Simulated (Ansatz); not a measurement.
Input for Ansatz (a first-principles code): U-RI-MP2/cc-pVQZ on GeH3O3 (SMILES [OH][Ge]([OH])[OH]). The basis file is the Basis Set Exchange's JSON of that set.

Ansatz 0.2 input:
```yaml
crystal:
  periodic: [false, false, false]
  atoms:
    - {symbol: O, position_ang: [-1.00484998, -1.06018874, -0.79520945]}
    - {symbol: Ge, position_ang: [-0.21506950, -0.07633105, 0.47968482]}
    - {symbol: O, position_ang: [-0.32904980, 1.62889466, -0.06453049]}
    - {symbol: O, position_ang: [1.52692344, -0.50021382, 0.42894984]}
    - {symbol: H, position_ang: [-1.90153802, -0.75166525, -0.99201195]}
    - {symbol: H, position_ang: [0.25046350, 2.21457305, 0.44449609]}
    - {symbol: H, position_ang: [1.67302036, -1.45506885, 0.49872113]}
basis:
  gaussian:
    orbitals: cc-pVQZ
    fitting: {mean_field: def2-universal-JKFIT, correlation: cc-pVQZ-RIFIT.json}
magnetization: {spin_polarized: true, initial_magnetization: 1}
correlation: {method: mp2, electrons: outside_noble_gas}
scf: {omitted_lower_state_checks: [cluster_reference]}
```

The log:

```
WARN ansatz: RAYON_NUM_THREADS=4 ignored (pool sized by the plan → 4); use --threads N
Functional definition: HF
these checks for a lower state are left out or cut short: cluster_reference
integrals: 0.55 GiB planned
551 factors; integrals over basis functions are off by at most 2.3e0 eV
mean field: 1.34 GiB planned
mean field evaluation 1: about -62631.7105 eV, gradient 4.2e1 eV
mean field evaluation 2: about -62635.1801 eV, gradient 3.1e1 eV
mean field evaluation 4: about -62638.1822 eV, gradient 1.2e0 eV
mean field evaluation 8: about -62638.2016 eV, gradient 2.7e-6 eV
mean field -62638.20158824 eV, -2301.9114506699 hartree, gradient 2.7e-6 eV, S^2 0.760437; 0 other end points of the search recorded, 0 dependent functions left out
17 core orbitals not correlated
787 factors; their error is unknown
reference -62638.20158824 eV, -2301.9114506699 hartree; 13, 12 occupied and 293, 294 virtual orbitals, 787 factors
second order -24.41741064 eV of doubles, -0.00000000 eV of singles
Total energy: -62662.61899888 eV, -2302.8087739601 hartree
Checks for a lower state left out: cluster_reference
```

Self-consistency was reached.

Cost: roughly 16 core-seconds.
